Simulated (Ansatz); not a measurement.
Compare A (`C=N[SiH](N)O`) with its isomer B (`NC1(N)O[SiH2]1`).

Calculated with Ansatz (gas phase, PBE0-D4/def2-TZVP geometries, no zero-point term in ΔE). CCSD(T)/CBS is the MP2 limit (def2-TZVPP, def2-QZVPP) plus CCSD(T) − MP2 in def2-TZVPP, frozen cores. DFT in def2-TZVPP. B3LYP here is the variant with VWN-RPA as its local correlation; programs differ in this. Each species was taken in one conformer, which may not be the lowest.

A:

Z-matrix (Å, degrees):
```
Si
N 1 1.735
O 1 1.647 2 107.0
N 1 1.709 2 114.0 3 121.1
H 1 1.482 2 107.0 3 -121.5
C 2 1.258 1 125.1 3 -0.0
H 3 0.958 1 116.3 2 167.6
H 4 1.008 1 120.2 2 -55.9
H 4 1.008 1 118.7 2 85.7
H 6 1.100 2 123.9 1 0.2
H 6 1.097 2 120.2 1 -179.8
```

B:

```xyz
11

N    -0.7915    1.0625   -0.7196
C    -0.0917   -0.0337   -0.1690
N    -0.1008   -1.2044   -0.9834
O     1.3003    0.2157    0.2616
Si    0.3767   -0.1897    1.5907
H    -0.8547    1.8461   -0.0838
H    -0.3568    1.3715   -1.5851
H     0.6792   -1.1849   -1.6312
H    -0.9722   -1.2761   -1.4912
H     0.1855    0.8954    2.5858
H     0.6259   -1.5026    2.2251
```

(1) Which is lower in electronic energy at CCSD(T)/CBS, and by how much? (Estimate.)

(2) Give E(B) − E(A) in kJ/mol with ωB97M-V, MP2/def2-TZVPP, B3LYP, PBE0-D4, B3LYP-D4, HF/def2-TZVPP, B2PLYP. (Estimate.)

Largest T1 diagnostic: 0.013.

## Answers

(1) Ansatz gave: A, by 286.8 kJ/mol.

(2) Computed: ωB97M-V 278.1, MP2/def2-TZVPP 286.1, B3LYP 285.1, PBE0-D4 257.2, B3LYP-D4 284.3, HF/def2-TZVPP 331.0, B2PLYP 288.6. None reverses the order clearly.

In def2-TZVPP, CCSD(T) changes the Hartree–Fock value by −45.1 kJ/mol (the triples alone add −6.5 kJ/mol) and MP2 by −44.9 kJ/mol. From PBE to PBE0 (25 % exact exchange), in def2-TZVPP and without D4, E(B) − E(A) moves by +12.9 kJ/mol.
